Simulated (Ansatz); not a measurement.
C2H6B2O can be A, `CC1BOB1`, or B, `BC(=C)BO`.

Isolated molecules relaxed with PBE0-D4/def2-TZVP in Ansatz; ΔE leaves out vibrations. CBS: MP2 limit from def2 TZ/QZ plus the TZ coupled-cluster correction, frozen cores. Functionals use def2-TZVPP. B3LYP here is the variant with VWN-RPA as its local correlation; programs differ in this. Each species was taken in one conformer, which may not be the lowest.

Q: Which is lower in electronic energy at CCSD(T)/CBS, and by how much? (Best estimate.)

A: The calculation gave: A, by 109.3 kJ/mol.

Q: Give E(B) − E(A) in kJ/mol with r2SCAN-D4, PBE0-D4, B3LYP-D4, HF/def2-TZVPP, ωB97M-V, B2PLYP, CCSD(T)/def2-SVP. (Estimate.)

A: Ansatz gave: r2SCAN-D4 120.7, PBE0-D4 126.3, B3LYP-D4 97.8, HF/def2-TZVPP 83.9, ωB97M-V 117.5, B2PLYP 103.8, CCSD(T)/def2-SVP 120.2. None reverses the order clearly.

Q: Does the order hold for the free energy at 298.15 K (harmonic terms from PBE0-D4)? (An estimate is asked.)

A: The calculation gave: Yes: G(B) − G(A) = +99.9 kJ/mol, for one conformer each.

Largest T1 diagnostic: 0.014.

At CCSD(T), def2-SVP lies +10.9 kJ/mol from the extrapolated value and def2-TZVPP −2.0 kJ/mol. In def2-TZVPP, CCSD(T) changes the Hartree–Fock value by +23.4 kJ/mol (the triples alone add −0.3 kJ/mol) and MP2 by +33.9 kJ/mol.
